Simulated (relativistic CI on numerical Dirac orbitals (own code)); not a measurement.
## Inner-shell lines of Ba39+

Computed by Dirac-Coulomb-Breit CI, separate exchange-only KLI orbitals for each configuration, QED by a radiative potential, valence Slater integrals scaled by 0.9 (own radial code, finite nucleus).

CI space (outside the closed core 1s2 2p6): 2s2 3s2 3p5, 2s 3s2 3p6, 2s 3s2 3p5 4p, 2s2 3s 3p6, 2s 3s 3p6 4p. Levels of other configurations are missing.

The table holds the strongest lines. The upper levels have an inner-shell vacancy. Auger decay, open to those above the ionisation limit, is not computed, and radiative decays to configurations outside the model are missing too. Absolute energies can be off by a few tenths of a per cent, and at this charge the scaling can make term splittings too narrow, so close lines can change order. LS names give the leading component, which can be well under half, for lower levels too. Brackets number the levels in order of energy.

```csv
E (eV),Upper,Lower,A (s⁻¹),gA (s⁻¹)
5194.6,2s 3s2 3p6 2S_1/2 [4],2s2 3s2 3p5 2P°_1/2 [2],1.39e+14,2.77e+14
5287.4,2s 3s2 3p6 2S_1/2 [4],2s2 3s2 3p5 2P°_3/2 [1],2.25e+14,4.50e+14
6623.1,2s 3s 3p6 4p 4P°_3/2 [24],2s2 3s 3p6 2S_1/2 [3],2.88e+13,1.15e+14
6630.2,2s 3s2 3p5 4p 4P_3/2 [5],2s2 3s2 3p5 2P°_3/2 [1],1.06e+13,4.23e+13
6631.7,2s 3s2 3p5 4p 2D_5/2 [6],2s2 3s2 3p5 2P°_3/2 [1],3.20e+13,1.92e+14
6634.4,2s 3s2 3p5 4p 2P_1/2 [7],2s2 3s2 3p5 2P°_3/2 [1],3.93e+13,7.86e+13
6635.2,2s 3s2 3p5 4p 2D_3/2 [8],2s2 3s2 3p5 2P°_3/2 [1],1.72e+13,6.88e+13
6635.5,2s 3s2 3p5 4p 2D_3/2 [17],2s2 3s2 3p5 2P°_1/2 [2],3.19e+13,1.27e+14
6642.1,2s 3s 3p6 4p 2P°_1/2 [25],2s2 3s 3p6 2S_1/2 [3],2.92e+13,5.83e+13
6646.5,2s 3s2 3p5 4p 2S_1/2 [18],2s2 3s2 3p5 2P°_1/2 [2],2.38e+13,4.77e+13
6659.1,2s 3s 3p6 4p 2P°_3/2 [27],2s2 3s 3p6 2S_1/2 [3],3.88e+13,1.55e+14
6660.3,2s 3s 3p6 4p 2P°_1/2 [28],2s2 3s 3p6 2S_1/2 [3],5.31e+13,1.06e+14
6666.1,2s 3s2 3p5 4p 2P_3/2 [10],2s2 3s2 3p5 2P°_3/2 [1],2.82e+13,1.13e+14
6668.0,2s 3s2 3p5 4p 2P_1/2 [11],2s2 3s2 3p5 2P°_3/2 [1],3.65e+13,7.31e+13
6668.4,2s 3s2 3p5 4p 2D_5/2 [12],2s2 3s2 3p5 2P°_3/2 [1],4.95e+13,2.97e+14
6670.1,2s 3s2 3p5 4p 2D_5/2 [13],2s2 3s2 3p5 2P°_3/2 [1],9.39e+12,5.63e+13
6671.5,2s 3s2 3p5 4p 2P_1/2 [21],2s2 3s2 3p5 2P°_1/2 [2],6.08e+13,1.22e+14
6671.9,2s 3s2 3p5 4p 2D_3/2 [22],2s2 3s2 3p5 2P°_1/2 [2],5.57e+13,2.23e+14
6672.6,2s 3s2 3p5 4p 2P_3/2 [14],2s2 3s2 3p5 2P°_3/2 [1],3.60e+13,1.44e+14
6677.4,2s 3s 3p6 4p 2P°_3/2 [29],2s2 3s 3p6 2S_1/2 [3],2.11e+13,8.44e+13
```
